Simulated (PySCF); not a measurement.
# UHF on N²⁺ (nitrogen, charge +2)

Configuration: [He] 2s1 2p2, 2s spin antiparallel (an excited configuration). Computed with PySCF 2.14 in dyall-av3z (15s9p3d2f, 71 functions), with no relativity, point nucleus.

| Item | Value |
| --- | --- |
| Total energy | -52.309903 hartree |
| One-electron energy | -65.1682 hartree |
| Hartree (Coulomb) energy | 18.4392 hartree |
| Exchange energy | -5.5809 hartree |
| Kinetic energy | 52.30962 hartree |
| ⟨S²⟩ | 1.7500 |
| ⟨L²⟩ | 2.004 |
| Sum of ⟨r⟩ | 3.926 bohr |
| Sum of ⟨r²⟩ | 5.025 bohr² |
| Traceless quadrupole moment −½Σ⟨3z² − r²⟩ along its main axis | 0.594 e·bohr² |
| Density at the nucleus (Gaussians lack the cusp) | 200 bohr⁻³ |
| Spin density at the nucleus | -7.19 bohr⁻³ |
| Langevin diamagnetic susceptibility | -3.98 ×10⁻⁶ cm³/mol |

| shell | electrons | mean orbital energy (hartree) | rms radius, mean of both spins (bohr) |
| --- | --- | --- | --- |
| 1s β | 1 | -17.08047 | 0.265 |
| 1s α | 1 | -17.07370 | 0.265 |
| 2s β | 1 | -1.98458 | 1.30 |
| 2p α | 2 | -1.65643 | 1.26 |

With the s spin flipped the determinant is a mixture of two multiplicities, not a spectroscopic state.

Spin-orbit constants ζ (cm⁻¹) from the X2C one-electron operator on these orbitals (non-relativistic here): bare nucleus, nucleus screened by l(l+1)(2l+1)/3 electrons, and screened by the Breit-Pauli mean field of the electrons.

```
shell   bare  screened nucleus  mean field
   2p  189.0             135.0       115.7
```
